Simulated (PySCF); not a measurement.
GeH2O2, CH5AlGeO (calculated)

All values are calculated (PySCF 2.14.0). Calculation on a computer-drawn molecule: optimised geometry and harmonic frequencies of an isolated molecule of the commonest isotopes, restricted reference for singlets and unrestricted otherwise, frozen core in MP2; on germanium a core potential holds 10 electrons, which the energies leave out, and 3d is frozen in MP2 and coupled-cluster steps.

Common to all runs: charge 0; multiplicity 1; basis and core potential on germanium cc-pVDZ-PP ECP10MDF.

```json
{"entry": 1, "formula": "GeH2O2", "start_structure": {"atoms_angstrom": [["O", 0.0549, 2.4758, -2.4468], ["Ge", -0.9391, 2.172, -1.0092], ["O", -2.2919, 3.3258, -1.3301], ["H", -0.0598, 3.0815, -3.1294], ["H", -2.4066, 3.9757, -2.0616]]}, "given": {"method": "HF", "basis": "cc-pVDZ", "drawn_bonds_atom": [1, 2, 1, 3], "drawn_bonds_other_atom": [2, 3, 4, 5], "drawn_bonds_order": [1, 1, 1, 1]}, "results": {"optimised_atom_element": ["O", "Ge", "O", "H", "H"], "optimised_atom_x [angstrom]": [0.07057, -0.9695, -2.291, -0.1635, -2.289], "optimised_atom_y [angstrom]": [2.479, 2.184, 3.344, 3.122, 3.901], "optimised_atom_z [angstrom]": [-2.441, -1.021, -1.326, -3.097, -2.092], "modes_frequency [cm^-1]": [292.1, 346.1, 464.8, 691.6, 726.2, 733.2, 884.3, 4137, 4138], "modes_reduced_mass [dalton]": [4.512, 1.056, 1.221, 3.516, 14.73, 1.4, 1.177, 1.068, 1.067], "rotational_constants [GHz]": [14.53, 7.94, 5.134], "total_energy [hartree]": -444.3208, "convergence_status_largest_gradient_component [hartree/bohr]": 1.711e-05}}
{"entry": 2, "formula": "GeH2O2", "start_structure": {"atoms_angstrom": [["O", 0.0706, 2.479, -2.4414], ["Ge", -0.9695, 2.184, -1.0212], ["O", -2.2913, 3.3443, -1.3255], ["H", -0.1635, 3.1224, -3.0966], ["H", -2.2888, 3.901, -2.0923]]}, "given": {"method": "MP2", "basis": "cc-pVDZ", "drawn_bonds_atom": [1, 2, 1, 3], "drawn_bonds_other_atom": [2, 3, 4, 5], "drawn_bonds_order": [1, 1, 1, 1]}, "results": {"optimised_atom_element": ["O", "Ge", "O", "H", "H"], "optimised_atom_x [angstrom]": [0.1046, -0.9687, -2.325, -0.204, -2.25], "optimised_atom_y [angstrom]": [2.465, 2.18, 3.355, 3.14, 3.89], "optimised_atom_z [angstrom]": [-2.456, -1.016, -1.308, -3.082, -2.115], "modes_frequency [cm^-1]": [259.1, 349.1, 457.2, 675.2, 684.9, 703.3, 854.5, 3820, 3820], "modes_reduced_mass [dalton]": [4.729, 1.05, 1.222, 8.002, 14.8, 1.14, 1.164, 1.067, 1.066], "rotational_constants [GHz]": [14.41, 7.552, 4.955], "total_energy [hartree]": -444.7802, "convergence_status_largest_gradient_component [hartree/bohr]": 1.424e-06}}
{"entry": 3, "formula": "CH5AlGeO", "start_structure": {"atoms_angstrom": [["O", 2.1649, -0.6688, 2.4168], ["Al", 1.624, -0.5754, 0.9531], ["C", 0.8972, -0.4775, -0.9631], ["Ge", -0.2895, 1.0803, -1.1924], ["H", 0.3318, -1.3305, -1.1582], ["H", 1.7025, -0.4547, -1.656], ["H", -0.7758, 1.1715, -2.6022], ["H", -1.4143, 1.1542, -0.309], ["H", 0.5146, 2.3762, -1.0053]]}, "given": {"method": "HF", "basis": "cc-pV(D+d)Z", "drawn_bonds_atom": [1, 2, 3, 3, 3, 4, 4, 4], "drawn_bonds_other_atom": [2, 3, 4, 5, 6, 7, 8, 9], "drawn_bonds_order": [2, 1, 1, 1, 1, 1, 1, 1]}, "results": {"optimised_atom_element": ["O", "Al", "C", "Ge", "H", "H", "H", "H", "H"], "optimised_atom_x [angstrom]": [2.218, 1.615, 0.8788, -0.271, 0.2981, 1.714, -0.753, -1.476, 0.5313], "optimised_atom_y [angstrom]": [-0.7488, -0.6003, -0.4243, 1.143, -1.329, -0.4056, 1.089, 1.123, 2.427], "optimised_atom_z [angstrom]": [2.353, 0.9063, -0.8724, -1.24, -1.086, -1.582, -2.69, -0.295, -1.011], "modes_frequency [cm^-1]": [93.73, 96.48, 204.9, 235.8, 480.0, 488.4, 653.9, 698.6, 723.8, 930.8, 961.6, 966.2, 1042, 1089, 1213, 1485, 2224, 2227, 2243, 3171, 3229], "modes_reduced_mass [dalton]": [8.839, 1.163, 4.164, 15.45, 1.097, 2.478, 1.667, 2.53, 1.395, 1.046, 1.024, 1.022, 1.035, 1.401, 16.78, 1.084, 1.023, 1.024, 1.012, 1.058, 1.102], "rotational_constants [GHz]": [15.7, 1.146, 1.089], "total_energy [hartree]": -650.9143, "convergence_status_largest_gradient_component [hartree/bohr]": 2.267e-05}}
```
